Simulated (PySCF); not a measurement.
Si(F)(Br)(OH)(OMe) (CH₄BrFO₂Si), SMILES CO[Si](O)(F)Br.

Geometry optimised at B3LYP-D3(BJ)/def2-SVP. One conformer was computed; it need not be the lowest.

Method: SMD-B3LYP/6-31G* run with PySCF.

Solvation free energies are E(SMD) − E(gas) at the gas-phase geometry, for 1 M in both phases. Bromine has the revised SMD18 radius of 2.60 Å. In vacuum the dipole moment is 2.15 D.

```json
[
 {"solvent": "water", "ΔG(solv) (kcal/mol)": "-5.9", "its non-electrostatic (CDS) part": "2.7", "dipole (D)": "2.69"},
 {"solvent": "ethanol", "ΔG(solv) (kcal/mol)": "-8.2", "its non-electrostatic (CDS) part": "-0.2", "dipole (D)": "2.66"},
 {"solvent": "dimethylsulfoxide", "ΔG(solv) (kcal/mol)": "-6.0", "its non-electrostatic (CDS) part": "-1.1", "dipole (D)": "2.61"}
]
```
